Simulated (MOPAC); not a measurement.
MOPAC input (PM6):

```
PM6 1SCF GEO-OK AUX(PRECISION=9) THREADS=1
FOY

Y     0.13609700 1   -0.11790200 1    0.26725300 1
O     1.26596900 1   -0.15246200 1   -1.16535900 1
F    -1.71505700 1    0.64643200 1   -0.12222400 1
```

From the output:

```
                                                       MOPAC v23.2.5 Linux

          FINAL HEAT OF FORMATION =       -127.22062 KCAL/MOL =    -532.29106 KJ/MOL

          COSMO AREA              =        149.56 SQUARE ANGSTROMS
          COSMO VOLUME            =        168.73 CUBIC ANGSTROMS

          IONIZATION POTENTIAL    =          8.208160 EV
          HOMO LUMO ENERGIES (EV) =         -8.208 -1.323
          NO. OF FILLED LEVELS    =          8
          MOLECULAR WEIGHT        =        123.9037         POINT GROUP:  Cs

          MOLECULAR DIMENSIONS (Angstroms)

            Atom       Atom       Distance
            F     3    O     2     3.25774
            O     2    Y     1     1.03773
            O     2    F     3     0.00000

          SCF CALCULATIONS        =          1

   ATOM   CHEMICAL          X               Y               Z
  NUMBER   SYMBOL      (ANGSTROMS)     (ANGSTROMS)     (ANGSTROMS)

     1       Y          0.13609700  *  -0.11790200  *   0.26725300  *
     2       O          1.26596900  *  -0.15246200  *  -1.16535900  *
     3       F         -1.71505700  *   0.64643200  *  -0.12222400  *

                             CARTESIAN COORDINATES

   1    Y        0.136097000    -0.117902000     0.267253000
   2    O        1.265969000    -0.152462000    -1.165359000
   3    F       -1.715057000     0.646432000    -0.122224000

           Empirical Formula: O Y F  =     3 atoms

      MOLECULAR POINT GROUP   :   Cs

                  EIGENVALUES
 -36.32015 -22.51375 -12.89117 -12.70103 -12.68680  -9.66134  -9.44172  -8.20816
  -1.32299   0.26206   0.58888   1.06867   3.31233   4.38512   5.62949   6.17844
   9.12170

              NET ATOMIC CHARGES AND DIPOLE CONTRIBUTIONS

  ATOM NO.   TYPE          CHARGE      No. of ELECS.   s-Pop       p-Pop       d-Pop
    1          Y           1.277673        1.7223     0.01176     0.55404     1.15652
    2          O          -0.734574        6.7346     1.72709     5.00749
    3          F          -0.543099        7.5431     1.93903     5.60407
 DIPOLE           X         Y         Z       TOTAL
 POINT-CHG.     0.842    -1.872     6.071     6.408
 HYBRID        -1.263    -0.246     2.703     2.993
 SUM           -0.420    -2.118     8.774     9.035

          ATOMIC ORBITAL ELECTRON POPULATIONS

     Atom    s        px        py        pz      x^2-y^2     xz        z^2       yz        xy
    1  Y   0.01176   0.23126   0.14854   0.17423   0.19970   0.26466   0.28673   0.18733   0.21810
    2  O   1.72709   1.66436   1.59224   1.75089
    3  F   1.93903   1.83330   1.87896   1.89181

 **********************
 *                    *
 * JOB ENDED NORMALLY *
 *                    *
 **********************

 == MOPAC DONE ==
```

The geometry given is a B3LYP-D3(BJ)/def2-TZVP minimum.
